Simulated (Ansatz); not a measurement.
Consider the cleavage of the Si–Si bond: `N[SiH2][Si](N)(O)O` + PH₃ → `N[SiH2]P` + `N[SiH](O)O`.

Isolated molecules relaxed with PBE0-D4/def2-TZVP in Ansatz; ΔE leaves out vibrations. CCSD(T)/CBS adds triple-zeta CCSD(T) − MP2 to the extrapolated MP2 energy (def2 sets, frozen cores). This one scheme is used for every species. Functionals use def2-TZVPP. Each species was taken in one conformer, which may not be the lowest.

`N[SiH2][Si](N)(O)O`:

Z-matrix (Å, degrees):
```
Si
Si 1 2.337
N 1 1.730 2 104.6
H 1 1.491 2 111.2 3 116.2
H 1 1.497 2 111.5 3 -125.7
O 2 1.644 1 107.4 3 165.9
N 2 1.723 1 119.2 3 -73.4
O 2 1.650 1 103.0 3 43.4
H 3 1.009 1 116.9 2 -46.2
H 3 1.008 1 120.0 2 175.4
H 6 0.960 2 116.9 1 169.4
H 7 1.009 2 118.5 1 -72.7
H 7 1.009 2 118.2 1 64.2
H 8 0.960 2 116.8 1 -166.3
```

PH₃:

Z-matrix (Å, degrees):
```
P
H 1 1.420
H 1 1.420 2 93.1
H 1 1.420 2 93.1 3 93.3
```

`N[SiH2]P`:

Z-matrix (Å, degrees):
```
Si
P 1 2.257
N 1 1.718 2 108.0
H 1 1.494 2 110.1 3 -126.2
H 1 1.487 2 109.1 3 115.8
H 2 1.424 1 92.6 3 68.3
H 2 1.423 1 93.3 3 161.0
H 3 1.007 1 119.9 2 149.4
H 3 1.007 1 121.1 2 -63.7
```

`N[SiH](O)O`:

Z-matrix (Å, degrees):
```
Si
O 1 1.639
O 1 1.639 2 116.1
N 1 1.714 2 107.1 3 -119.6
H 1 1.475 2 104.4 3 114.2
H 2 0.959 1 117.1 3 74.9
H 3 0.959 1 117.0 2 -75.2
H 4 1.008 1 119.6 2 171.6
H 4 1.008 1 119.6 2 -46.2
```

Question: Is it downhill or uphill in electronic energy at CCSD(T)/CBS, and by how much? (An estimate is asked.)

Answer: The calculation gave: Downhill: ΔE = -0.34 eV.

Question: What do these levels give: PBE-D4, PBE, HF/def2-TZVPP, CCSD(T)/def2-TZVPP, MP2/CBS(def2), CCSD/CBS(def2)? (An estimate is asked.)

Answer: The calculation gave: PBE-D4 -0.25, PBE -0.29, HF/def2-TZVPP -0.40, CCSD(T)/def2-TZVPP -0.31, MP2/CBS(def2) -0.40, CCSD/CBS(def2) -0.35 eV.

Largest T1 diagnostic among the species: 0.013.

The D4 term adds +0.06 eV with B3LYP and +0.04 eV with PBE0; it sums over pairs of atoms, weighted by their polarisabilities, and B3LYP, whose exchange is more repulsive, gets the larger term. From PBE to PBE0 (25 % exact exchange), in def2-TZVPP and without D4, ΔE moves by −0.04 eV.

B3LYP here is the variant with VWN-RPA as its local correlation; programs differ in this.
